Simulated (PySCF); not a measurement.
A species of formula C8H10O2 has this rotational fingerprint, computed with PBE0/pcSseg-1 in PySCF (dipole) on a GFN2-xTB geometry, gas phase:

- Rotational constants: A = 3454, B = 730.9, C = 688.2 MHz
- Dipole components: |μa| = 1.54 D, |μb| = 0.14 D, |μc| = 1.68 D
- Inertial defect: -103.35 u·Å²
- κ: -0.97

Question: Which structure is it? (One computed conformer of each.)
A. `[CH3:1][CH2:2][CH2:3][c:4]1[cH:5][cH:6][o:7][c:8](=[O:9])[cH:10]1` with C1–C2–C3–C4 68°, C2–C3–C4–C5 77°
B. `[CH3:1][C:2]1=[CH:3][CH2:4][CH:5]=[C:6]([C:7](=[O:8])[OH:9])[CH2:10]1` with C5–C6–C7–O8 0°, C6–C7–O9–H 180°
C. `[CH3:1][C:2](=[O:3])[O:4][CH:5]1[CH:6]=[CH:7][CH2:8][CH:9]=[CH:10]1` with C1–C2–O4–C5 -177°, C2–O4–C5–C6 -122°, O4–C5–C6–C7 -133°, C6–C7–C8–C9 12°, C7–C8–C9–C10 -12°, O4–C5–C10–C9 133°

Answer: C. It is CC(=O)OC1C=CCC=C1, a near-prolate asymmetric top. The candidates at the same level (rigid rotor, commonest isotopes):

```json
{"SMILES": "CCCc1ccoc(=O)c1", "A (MHz)": "2426", "B (MHz)": "887.8", "C (MHz)": "740.3", "μa (D)": "4.34", "μb (D)": "3.20", "μc (D)": "0.19", "Δ (u·Å²)": "-94.92", "point group": "C1", "rotor": "asymmetric top"}
{"SMILES": "CC1=CCC=C(C(=O)O)C1", "A (MHz)": "2437", "B (MHz)": "929.1", "C (MHz)": "681.0", "μa (D)": "1.80", "μb (D)": "0.94", "μc (D)": "0.00", "Δ (u·Å²)": "-9.29", "point group": "Cs", "rotor": "asymmetric top"}
{"SMILES": "CC(=O)OC1C=CCC=C1", "A (MHz)": "3454", "B (MHz)": "730.9", "C (MHz)": "688.2", "μa (D)": "1.54", "μb (D)": "0.14", "μc (D)": "1.68", "Δ (u·Å²)": "-103.35", "point group": "–", "rotor": "near-prolate asymmetric top"}
```

`CC1=CCC=C(C(=O)O)C1` has A 29 % too low; `CCCc1ccoc(=O)c1` has A 30 % too low. No structure here is proved a minimum.
